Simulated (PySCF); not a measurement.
A structure optimised at B3LYP-D3(BJ)/def2-SVP, used in a PySCF frequency run:

```xyz
8

Al     0.2792    -0.1111     0.0000
F      1.9353    -0.0379     0.0000
Cl    -0.6404    -1.9779     0.0000
O     -0.6599     1.2740     0.0000
C     -0.5487     2.6699     0.0000
H     -1.0454     3.0921    -0.8911
H      0.5018     3.0140     0.0000
H     -1.0454     3.0921     0.8911
```
Charge 0, spin multiplicity 1.

Write its SMILES, formula and point group.

C[O][Al]([F])[Cl], CH3AlClFO, Cs

What are its rotational constants (standard atomic weights)?

4.9501, 1.8073, 1.3351 GHz
